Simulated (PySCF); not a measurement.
C8H8N2.
SMILES with atom numbers: `[CH3:1][c:2]1[cH:3][cH:4][c:5]2[n:6][cH:7][cH:8][n:9]2[cH:10]1`

NICS is the negative of the GIAO shielding at a point without a nucleus: at the ring centre (0) and 1 Å above and below it (1); zz is the component along the ring normal. Level: GIAO HF/pcSseg-1 (PySCF, non-relativistic, gas phase) on the PBE0-D3(BJ)/def2-SVP geometry, one conformer.

Rings: 1. C2–C3–C4–C5–N9–C10; 2. C5–N6–C7–C8–N9.

```json
{"set": "P", "NICS(0)": "-7.3", "NICS(1), two faces": "-9.0 / -9.0", "NICS(1)zz, two faces": "-20.8 / -20.8"}
{"set": "Q", "NICS(0)": "-16.1", "NICS(1), two faces": "-14.0 / -14.0", "NICS(1)zz, two faces": "-37.5 / -37.5"}
```

**Question.** Which set (ppm) belongs to which ring?

**Answer.** P = 1, Q = 2.
- 1 (6-membered ring with N; formal bonds all aromatic): mean NICS(1)zz -20.8 ppm, shielded, aromatic by this magnetic criterion (flat ring, no four-coordinate atom), though in fused rings the probe also feels the neighbouring ring.
- 2 (5-membered ring with 2 N; formal bonds all aromatic): mean NICS(1)zz -37.5 ppm, shielded. For a flat ring without four-coordinate atoms the NICS criterion counts such a value as aromatic, though in fused rings the probe also feels the neighbouring ring.

**Question.** How do the rings differ in shape?

**Answer.** 
| ring | bond lengths (Å) | rms pucker (Å) | HOMA | nearest outside atom to a NICS(1) probe (Å) |
| --- | --- | --- | --- | --- |
| 1 | 1.430, 1.370, 1.413, 1.399, 1.369, 1.368 | 0.00 | 0.78 | hydrogen 2.67 |
| 2 | 1.324, 1.353, 1.383, 1.371, 1.399 | 0.00 | 0.89 | hydrogen 2.43 |

HOMA = 1 − mean of α(R − Ropt)² over the ring bonds, with Krygowski's 1993 parameters (CC: Ropt 1.388 Å, α 257.7 Å⁻²; CN: Ropt 1.334 Å, α 93.52 Å⁻²).

Hardware: an Arm Neoverse V2 with one thread, shared host. Cost: 19 s. This is the whole shielding run at HF/pcSseg-1, SCF included.
